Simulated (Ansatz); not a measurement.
Reaction: H5BSiO (SMILES O([SiH3])B) → H4BSiO (SMILES [BH]O[SiH3], doublet) + H (doublet) (the B-H bond breaks)
Each species at its own B3LYP-D3(BJ)/def2-TZVP minimum (Ansatz, a first-principles code).

Quantity: bond dissociation energy (electronic), in kcal/mol. Open shells are spin-unrestricted; no spin-orbit coupling. CBS(X,Y): correlation extrapolated as X^-3, Hartree-Fock from the larger set. A bracket is a step between two methods taken in the basis named. Functionals run without relativity, which enters their misses. Double hybrids freeze cores in their MP2 part. 'core' is core correlation in cc-pwCVTZ (1s frozen past Ne), 'X2C' scalar relativity in cc-pVTZ-DK, both at CCSD(T). For partners of very few electrons the exact lower level stands in for a higher one.

CCSD(T)/CBS(cc-pV(T+d)Z,cc-pV(Q+d)Z) + [CCSDT(Q) - CCSD(T)]/cc-pV(D+d)Z + core + X2C (Ansatz) gives 110.1 kcal/mol.

Task: How far off this value is PBE/def2-TZVPD (Ansatz), in which direction, and which of these levels come nearer: r2SCAN/def2-TZVPD, B3LYP/def2-TZVPD, PBE0/def2-TZVPD, wB97M-V/def2-TZVPD, B2PLYP/def2-TZVPD, CCSD(T)/CBS(cc-pV(T+d)Z,cc-pV(Q+d)Z) + core + X2C?

Result: PBE gives 103.9 kcal/mol, 6.2 kcal/mol below it. Differences of the others: r2SCAN/def2-TZVPD (Ansatz) -6.0; B3LYP/def2-TZVPD (Ansatz) -2.2; PBE0/def2-TZVPD (Ansatz) -5.3; wB97M-V/def2-TZVPD (Ansatz) 0.1; B2PLYP/def2-TZVPD (Ansatz) -2.5; CCSD(T)/CBS(cc-pV(T+d)Z,cc-pV(Q+d)Z) + core + X2C (Ansatz) 0.1 kcal/mol. Nearer than PBE: r2SCAN/def2-TZVPD, B3LYP/def2-TZVPD, PBE0/def2-TZVPD, wB97M-V/def2-TZVPD, B2PLYP/def2-TZVPD, CCSD(T)/CBS(cc-pV(T+d)Z,cc-pV(Q+d)Z) + core + X2C.
